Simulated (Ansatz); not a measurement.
Species: sum formula HSO (charge 0, doublet). It need not be the lowest isomer of its formula. SMILES: [O]S
Geometry: optimised at B3LYP-D3(BJ)/def2-TZVP (Ansatz, an electronic-structure program).

Quantity: vertical ionisation energy (to the singlet state of charge +1; each state is the SCF solution reached for its spin; for the singlet the Hartree-Fock reference is unstable and T1 is 0.020), in eV. Cores are frozen in the correlated levels unless marked. Open shells are spin-unrestricted. Spin-orbit coupling is left out. No relativistic terms. CBS(X,Y): correlation extrapolated as X^-3; Hartree-Fock from the larger set.

```tsv
level	program	vertical ionisation energy (eV)
HF/def2-TZVPPD	Ansatz	10.25
HF/def2-QZVPPD	Ansatz	10.26
```

Question: What does CCSD(T)/CBS(aug-cc-pV(T+d)Z,aug-cc-pV(Q+d)Z) (Ansatz) give?

Answer: 10.04 eV, so HF/def2-QZVPPD differs from it by 0.22 eV.
